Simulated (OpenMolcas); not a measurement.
**What dynamic correlation does to the levels of K**

```yaml
Program: OpenMolcas 26.06
Basis: ANO-RCC-VDZP [5s4p1d]
Scalar_Hamiltonian: DKH3, point nucleus
Active_space: 1 electron in 4 orbitals (4s 4p)
State_averaging: 2S+1 = 2 even, 1 root; 2S+1 = 2 odd, 3 roots
Spin-orbit_coupling: state interaction with AMFI integrals over the reference wave functions, term energies averaged over their components
```

Methods on the same reference wave functions:
A. CASSCF
B. SS-CASPT2, IPEA 0.25 Eh, imaginary shift 0.1 Eh (closed shells correlated: 3s 3p)

Energies in cm⁻¹ above 4s ²S_1/2, the measured ground level; measured values from NIST Handbook of Basic Atomic Spectroscopic Data.

```
     Level      A      B  Measured
 4s ²S_1/2    0.0    0.0       0.0
4p ²P°_1/2  11538  12656     12985
4p ²P°_3/2  11576  12694     13043
```

Deviations, from unrounded energies. A percentage is the sum of absolute deviations over the sum of measured energies, with the sign that they share, or ± where signs differ.

| Against measurement | Levels | A | B |
| --- | --- | --- | --- |
| mean absolute deviation (cm-1) | 2 | 1500 | 340 |
| other configurations (%) | 2 | -11.2 | -2.6 |

B lies closest to measurement on these levels. The largest miss of B in the table is 4p ²P°_3/2, by -350 cm-1. The ranking rests on the paired levels alone, and a cruder setting can come out closer through cancelling errors.

The lowest spin-free term lies below A's lowest term by 0.167 hartree in B.

ANO sets are built for ground and valence states and can reach diffuse excited orbitals poorly. With one active electron the reference holds no correlation, so core polarisation is missing (holds for A). With one active electron, CASPT2 adds the correlation within the correlated inactive shells and between them and that electron, and leaves the splitting within a term as the reference gives it (holds for B). Measured partners are found by configuration, term and J. A level has none where our copy of the source lacks it or the pairing is in doubt (some pairs that miss far off the trend of their configuration count as doubtful), and it then counts in no deviation. Only configurations of the active space appear.

° marks odd parity.
